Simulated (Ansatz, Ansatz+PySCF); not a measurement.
```xyz
2

P     0.0000    0.0000   -1.4183
P     0.0000    0.0000    1.4183
```

Basis set: 6-31G (spherical functions). Correlated methods keep 10 orbitals frozen. Charge 0, multiplicity 1.

Computed with Ansatz (development build ahead of 0.2.0); each method stands on the lowest determinant of its kind that the runs found. Restricted open shells among the atoms or ions are ROHF, correlated in semicanonical orbitals with singles.

The atomization energy at this shape (free ground-state atoms in the same class of orbitals less the molecule, no zero-point energy) of singlet P2:

```
      method  atomization energy
UHF-CCSDT(Q)             0.70 eV
 UHF-CCSD(T)             0.63 eV
     UHF-MP2             0.21 eV
         UHF            -0.03 eV
     RHF-MP2            -2.75 eV
         RHF            -4.65 eV
 RHF-CCSD(T)            -2.09 eV
```

(1) What does full CI (lowest root of this spin) give?

Results:

(1) 0.79 eV. Caution for UHF-CCSDT(Q), UHF-MP2, RHF-MP2: another reference gives a lower total. Caution for UHF-CCSDT(Q), UHF-CCSD(T), UHF-MP2: bonds are stretched, where a single reference can fail. Caution for UHF-CCSDT(Q), UHF-CCSD(T), UHF-MP2, UHF, RHF-MP2, RHF, RHF-CCSD(T): the determinant breaks the point group. Caution for UHF-CCSDT(Q), UHF-CCSD(T), UHF-MP2, UHF: the unrestricted determinant is a mixture of spin states. Caution for UHF-CCSD(T): the program doubts this total. Caution for RHF-MP2, RHF, RHF-CCSD(T): an unrestricted determinant lies well below; the molecule lies well above its atoms at this level. Caution for RHF-MP2, RHF-CCSD(T): large amplitudes, a single reference is doubtful.

This basis has no polarisation functions and is too small for such energies, which can lie far from measured ones in either direction.
